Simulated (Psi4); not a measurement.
Noncovalent pair: H2O (SMILES O) (first 3 atoms) with CHN (SMILES C#N); geometry from B3LYP-D3(BJ)/def2-TZVP.
(charge 0, multiplicity 1):
```tsv
atom	x (Å)	y (Å)	z (Å)
O	-0.1430	0.0652	-0.6573
H	0.7913	-0.0607	-0.8478
H	-0.2007	0.0722	0.3079
C	-0.2795	0.0792	3.5548
N	-0.1393	0.0616	2.4191
H	-0.4112	0.0957	4.6136
```

These are Psi4 with SAPT0/jun-cc-pV(D+d)Z values and carry that method's errors.

### Question
Give the four SAPT terms and the total, and say what mostly holds the pair together.

### Answer
electrostatics -5.88, exchange 4.75, induction -1.50, dispersion -1.29, total -3.92 kcal/mol; the largest attraction is electrostatics.
